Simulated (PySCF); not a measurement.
Compound: CF3CH2CO2H, C3H3F3O2.
Cartesian coordinates in Å at the GFN2-xTB level; atoms count from 1:
```xyz
11
C3H3F3O2 angstrom
O      1.437   -0.782    1.535
C      1.038   -0.447    0.459
O      1.777    0.163   -0.461
C     -0.385   -0.676   -0.043
C     -1.120    0.643   -0.218
F     -2.404    0.436   -0.550
F     -1.129    1.376    0.902
F     -0.598    1.410   -1.179
H      2.676    0.335   -0.138
H     -0.357   -1.173   -1.014
H     -0.930   -1.282    0.682
```

The geometry is computed with GFN2-xTB (gas phase).

Take the most abundant isotopes and a rigid rotor. The values belong to one conformer with, in the numbering `[O:1]=[C:2]([OH:3])[CH2:4][C:5]([F:6])([F:7])[F:8]`, O1–C2–O3–H -2°, O1–C2–C4–C5 113°.

What are A, B and C (MHz)?

Ia = 134.30, Ib = 351.47, Ic = 387.62 u·Å²; 505379 MHz·u·Å²/I gives A = 3763, B = 1438, C = 1304 MHz.

Classify the top.

An asymmetric top. Ray's parameter κ = (2B − A − C)/(A − C) = -0.891; −1 is the prolate and +1 the oblate limit.

Is it planar, by Δ = Ic − Ia − Ib?

Not planar: Δ = Ic − Ia − Ib = -98.16 u·Å². For a rigid frame Δ = −2 Σ m c², so Σ m c² = 49.08 u·Å² lies off the ab plane: 4.95 from hydrogen and 44.13 from heavier atoms. The atom farthest from that plane is 1.82 Å away.

Give the other two planar moments, Paa and Pbb, and the rms extents of the mass along the axes.

Paa = Σ m a² = (Ib + Ic − Ia)/2 = 302.39 and Pbb = Σ m b² = (Ia + Ic − Ib)/2 = 85.23 u·Å². With the mass M = 128.01 u, the rms extents √(P/M) along a, b and c are 1.54, 0.82, 0.62 Å.

Where do the levels up to J = 5 lie, in cm⁻¹?

Above 0(0,0):
J = 1: 1(0,1) 0.0915, 1(1,1) 0.1690, 1(1,0) 0.1735
J = 2: 2(0,2) 0.2742, 2(1,2) 0.3474, 2(1,1) 0.3609, 2(2,1) 0.5935, 2(2,0) 0.5937
J = 3: 3(0,3) 0.5478, 3(1,3) 0.6150, 3(1,2) 0.6418, 3(2,2) 0.8679, 3(2,1) 0.8688, 3(3,1) 1.2670, 3(3,0) 1.2670
J = 4: 4(0,4) 0.9117, 4(1,4) 0.9715, 4(1,3) 1.0162, 4(2,3) 1.2336, 4(2,2) 1.2364, 4(3,2) 1.6331, 4(3,1) 1.6332, 4(4,1) 2.1913, 4(4,0) 2.1913
J = 5: 5(0,5) 1.3653, 5(1,5) 1.4168, 5(1,4) 1.4838, 5(2,4) 1.6904, 5(2,3) 1.6969, 5(3,3) 2.0910, 5(3,2) 2.0911, 5(4,2) 2.6490, 5(4,1) 2.6490, 5(5,1) 3.3668, 5(5,0) 3.3668

Estimate the classical rotational partition function at 10 K, 50 K and 298.15 K.

Point group C1, symmetry number σ = 1; q = (√π/σ)·√((kT/h)³/(ABC)), k/h = 20836.6 MHz/K: 2010 at 10 K, 22400 at 50 K, 327000 at 298.15 K.

Whether it is a minimum is left open (no frequencies). No vibrational averaging or centrifugal distortion is included, and the geometry carries the error of its method.
